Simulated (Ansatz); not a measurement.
One change: `[OH][Al]([F])[Cl]` becomes `[OH][Ga]([F])[Cl]`.

Ansatz, PBE0-D4/def2-TZVP geometries, multiplicity 1. Each molecule was computed in one conformer, which needn't be the lowest.

Scalar relativity is left out up to krypton.

```
                                                                                  property  `[OH][Al]([F])[Cl]`
                                                        HOMO energy (PBE0/def2-TZVPP) / eV                -9.57
                                                     HOMO–LUMO gap (B3LYP/def2-TZVPP) / eV                 7.91
                                            zero-point energy (PBE0-D4/def2-TZVP) / kJ/mol                 47.3
                                          size of the dipole moment (B3LYP/def2-TZVPP) / D                 1.99
ideal-gas entropy at 298 K and 1 bar (rigid rotor, harmonic PBE0-D4/def2-TZVP) / J/(mol·K)                  311
                                                       LUMO energy (B3LYP/def2-TZVPP) / eV                -1.36
```

**Question.** Give the same properties after the change, and the shifts. (Estimate.)

**Answer.** Ansatz gave: 
| property | `[OH][Ga]([F])[Cl]` | shift |
| --- | --- | --- |
| HOMO energy (PBE0/def2-TZVPP) / eV | -9.65 | -0.08 |
| HOMO–LUMO gap (B3LYP/def2-TZVPP) / eV | 7.34 | -0.57 |
| zero-point energy (PBE0-D4/def2-TZVP) / kJ/mol | 44.9 | -2.4 |
| size of the dipole moment (B3LYP/def2-TZVPP) / D | 2.25 | 0.26 |
| ideal-gas entropy at 298 K and 1 bar (rigid rotor, harmonic PBE0-D4/def2-TZVP) / J/(mol·K) | 324 | 13 |
| LUMO energy (B3LYP/def2-TZVPP) / eV | -2.03 | -0.67 |

With PBE0 the HOMO falls by 0.08 eV and the LUMO falls by 0.63 eV, so the gap narrows by about 0.55 eV. PBE moves the HOMO by 0.00 eV and ωB97M-V by -0.09 eV. Dipoles are sizes alone; their direction can turn.

B3LYP here is the variant with VWN-RPA as its local correlation; programs differ in this.
